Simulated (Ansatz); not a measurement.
Ansatz results at the PBE0-D4/def2-TZVP geometry: LUMO energy (B3LYP/def2-TZVPP) 0.44 eV; HOMO–LUMO gap (PBE0/def2-TZVPP) 9.07 eV; HOMO–LUMO gap (PBE/def2-TZVPP) 6.70 eV.

Each molecule was computed in one conformer, which needn't be the lowest.

(1) Which molecule gave them?
A. `CC(C)(C)O[Si](Cl)(Cl)OC(C)(C)C`
B. `C#C[Si](C#C)(C#C)C#C`
C. `CO[Si](Cl)(Cl)N(C)C`
D. `C[SiH](S)Cl`

Results:

(1) A. The others give `CO[Si](Cl)(Cl)N(C)C`: 0.61, 7.89, 5.59; `C[SiH](S)Cl`: -0.03, 7.94, 5.75; `C#C[Si](C#C)(C#C)C#C`: -0.94, 7.44, 5.32.

B3LYP here is the variant with VWN-RPA as its local correlation; programs differ in this.
